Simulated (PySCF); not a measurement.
Species: CH₁₃NSi₅.
Cartesian coordinates in Å at the PBE0-D3(BJ)/def2-SVP level; atoms count from 1:
```xyz
20
CH13NSi5 angstrom
C      2.4071   -0.9915    0.0781
N      1.3645   -0.4446   -0.7601
Si     0.7396    1.1852   -0.6335
Si    -0.0051    1.2932    1.5896
Si    -1.2101   -0.7299    1.5896
Si    -2.1049   -0.9096   -0.5910
Si    -1.3014    0.9702   -1.7640
H      3.4329   -0.7422   -0.2551
H      2.2998   -0.6092    1.1064
H      2.3293   -2.0896    0.1393
H      1.3208   -0.8805   -1.6760
H      1.6535    2.2927   -1.0764
H     -0.9236    2.4583    1.7929
H      1.0662    1.3397    2.6348
H     -2.2908   -0.7549    2.6261
H     -0.2772   -1.8691    1.8600
H     -3.6017   -0.9656   -0.5637
H     -1.6065   -2.1569   -1.2524
H     -2.1910    2.1589   -1.5766
H     -1.1499    0.6998   -3.2299
```

Level of theory: core-valence-separated Tamm–Dancoff BHandHLYP/aug-pcX-1 (pcseg-1 on H, def2-SVPD on Si) in PySCF, non-relativistic, gas phase, PBE0-D3(BJ)/def2-SVP geometry. Absolute energies from this functional tend to lie a few eV below measured edges; no shift was applied.

The lowest roots of each edge with f over 0.003 (five at most, numbered afresh; weaker and dark ones are left out), with transition dipoles (au) in the frame of the coordinates:

| root | edge | E (eV) | μx | μy | μz |
| --- | --- | --- | --- | --- | --- |
| 1 | C | 286.01 | 0.0313 | -0.0141 | 0.0277 |
| 2 | C | 286.57 | -0.0025 | -0.0107 | -0.0215 |
| 3 | C | 286.86 | 0.0054 | -0.0539 | -0.0353 |
| 4 | C | 287.01 | -0.0485 | -0.0318 | 0.0395 |
| 5 | C | 287.55 | -0.0082 | -0.0114 | -0.0166 |
| 6 | N | 398.96 | 0.0048 | -0.0100 | 0.0249 |
| 7 | N | 399.88 | -0.0083 | 0.0342 | 0.0355 |
| 8 | N | 400.47 | 0.0258 | 0.0337 | -0.0099 |
| 9 | N | 400.54 | 0.0151 | -0.0111 | -0.0066 |

What are the oscillator strengths?

f = (2/3) ΔE |μ|², with ΔE in hartree (27.2114 eV):

| root | ΔE (Eh) | \|μ\|² (au) | f | core hole on |
| --- | --- | --- | --- | --- |
| 1 | 10.5107 | 0.001946 | 0.014 | C1 |
| 2 | 10.5312 | 0.000583 | 0.004 | C1 |
| 3 | 10.5421 | 0.004180 | 0.029 | C1 |
| 4 | 10.5476 | 0.004924 | 0.035 | C1 |
| 5 | 10.5673 | 0.000473 | 0.003 | C1 |
| 6 | 14.6614 | 0.000743 | 0.007 | N2 |
| 7 | 14.6955 | 0.002499 | 0.024 | N2 |
| 8 | 14.7169 | 0.001899 | 0.019 | N2 |
| 9 | 14.7197 | 0.000395 | 0.004 | N2 |

Molecules are fixed in this frame and the field points along (0, 1, 1)/√2. What effective strengths 3 f cos²θ do the roots have (θ between field and μ)?

root 1 (C1): 0.002, root 2 (C1): 0.011, root 3 (C1): 0.084, root 4 (C1): 0.001, root 5 (C1): 0.008, root 6 (N2): 0.003, root 7 (N2): 0.071, root 8 (N2): 0.008, root 9 (N2): 0.005. Root 3 is the strongest. Averaged over all orientations cos²θ is 1/3, which gives f back.

One conformer stands for the species.
